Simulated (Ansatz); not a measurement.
Process, species as SMILES: [F][Fe]([F])[F] (sextet) -> [F][Fe][F] (quintet) + F atom (the F-Fe bond at the site shown breaks; other sites are not compared here)
Structures are relaxed separately at B3LYP-D3(BJ)/def2-TZVP in Ansatz (a quantum-chemistry and plane-wave program). [F][Fe]([F])[F] (sextet): The spin state was set by rule; other spins were not relaxed. [F][Fe][F] (quintet): The spin state was set by rule; other spins were not relaxed. A spin state is the lowest found, not a proven ground state.

Property: bond dissociation energy (electronic energy difference), in eV. Correlated levels leave the core frozen unless marked. UHF or UKS for open shells. Spin-orbit coupling is left out. The frozen core is the preceding noble-gas configuration, with the filled d and f shells of earlier blocks. No relativistic terms. Basis-set limits of correlation are two-point, X^-3; Hartree-Fock from the larger set. [CCSD(T)-MP2]/basis is that difference in the basis named.

| level | program | bond dissociation energy (eV) |
|---|---|---|
| HF/def2-SVP | Ansatz | 2.07 |
| B3LYP/def2-TZVPD | Ansatz | 3.33 |

Q: Predict the RI-MP2/CBS(def2-TZVPP,def2-QZVPP)+[CCSD(T)-MP2]/def2-TZVPP result (Ansatz).

A: 3.67 eV, so B3LYP/def2-TZVPD differs from it by -0.34 eV.
